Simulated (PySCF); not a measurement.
Pb(NH2)(SH) (H₃NPbS), SMILES [NH2][Pb][SH] (connectivity only; charge and spin as stated), neutral, multiplicity 1.

Coordinates come from a r2SCAN-D4/def2-SVP optimisation. The def2 effective core potentials stand for the cores of Pb; spin–orbit coupling is left out. One conformer was computed; it need not be the lowest.

Computed with TDA-M06-2X/def2-SVPD (PySCF).

Vertical excitations. Isolated molecule, no solvent. State labels are in the subgroup Cs.

```
state  symmetry  energy (eV)  λ (nm)      f                              main pairs
-----  --------  -----------  ------  -----  --------------------------------------
S1           A"         4.16     298  0.021                        HOMO−1→LUMO 98 %
S2           A'         4.32     287  0.027                          HOMO→LUMO 90 %
S3           A"         5.12     242  0.019                        HOMO→LUMO+1 89 %
S4           A'         5.15     241  0.051                        HOMO−2→LUMO 88 %
S5           A"         5.69     218  0.005    HOMO−2→LUMO+1 52 %, HOMO→LUMO+3 35 %
S6           A"         5.81     213  0.032      HOMO→LUMO+2 66 %, HOMO→LUMO+4 18 %
S7           A"         5.91     210  0.015                        HOMO−3→LUMO 88 %
S8           A"         6.12     203  0.000    HOMO→LUMO+3 40 %, HOMO−2→LUMO+1 39 %
S9           A'         6.15     202  0.317  HOMO−1→LUMO+2 48 %, HOMO−1→LUMO+1 38 %
S10          A'         6.37     195  0.330  HOMO−1→LUMO+2 40 %, HOMO−1→LUMO+1 39 %
T1           A"         3.38     367      0                        HOMO−1→LUMO 92 %
T2           A'         3.50     354      0        HOMO→LUMO 82 %, HOMO−2→LUMO 15 %
T3           A'         4.16     298      0        HOMO−2→LUMO 81 %, HOMO→LUMO 15 %
T4           A'         4.67     265      0                      HOMO−1→LUMO+1 76 %
```
Triplets are in the Tamm–Dancoff approximation.
